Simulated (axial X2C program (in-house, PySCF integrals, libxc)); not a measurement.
## Potential curves of CrB, two-component

All values were computed with an in-house relativistic program for diatomic molecules. Two-component (2c) means X2C with spin–orbit coupling and atomic mean-field two-electron Coulomb and Gaunt terms. Basis: Cr dyall-cv3z [9s10p6d3f2g], B dyall-v3z [7s6p2d1f] (cores contracted in-house); Gaussian nuclei, density fitting, unrestricted open shells. Masses: Cr 51.941 u, B 11.009 u.

State: Ω = 5/2 (⟨Sz⟩ = 2.50, ⟨Lz⟩ = 0.00 at PW91). Energies in eV from the fragments at the same level (Cr + B). Fits are polynomials in 1 − R0/R over 0.85 to 1.23 times the lowest point R0.

| R (Å) | PW91 |
| --- | --- |
| 1.8879 | -1.7708 |
| 1.9747 | -1.9086 |
| 2.0398 | -1.9582 |
| 2.1049 | -1.9715 |
| 2.1700 | -1.9560 |
| 2.2459 | -1.9097 |
| 2.3219 | -1.8410 |
| 2.4196 | -1.7301 |
| 2.5389 | -1.5748 |
| 2.7125 | -1.3353 |

Occupations by symmetry block were frozen at the best pattern of an incomplete PBE0 search. De is counted from the lowest determinant-based energies of the atoms at the same level, without counterpoise correction. Density functionals use the spin component along the axis (collinear). In 2c an atomic determinant is not the ground J level, so De misses part of the atomic spin–orbit lowering. This holds for PW91. Other states lie close and PBE0, whose exact exchange favours high spin, may order them wrongly; the determinant shown need not be the ground state. The nearest other 2c determinant of the search, Ω = 7/2, lies 0.10 eV up at the distance of the search. Without a current term, density functionals place determinants with orbital angular momentum somewhat too high. With several unpaired electrons one determinant need not be a pure state. This is the top spin component of a Σ state; components of lower Ω are not single determinants and can lie lower. The determinant is spin-polarised beyond a pure state at some levels (its spin-free form has ⟨S²⟩ too high), which makes Re and μ there less reliable.

Question: What are Re, ωe and De at the PW91 level?

Answer: At PW91, 2c: Re = 2.100 Å, ωe ≈ 455 cm⁻¹, De = 1.97 eV to Cr + B; Be follows as 0.421 cm⁻¹.
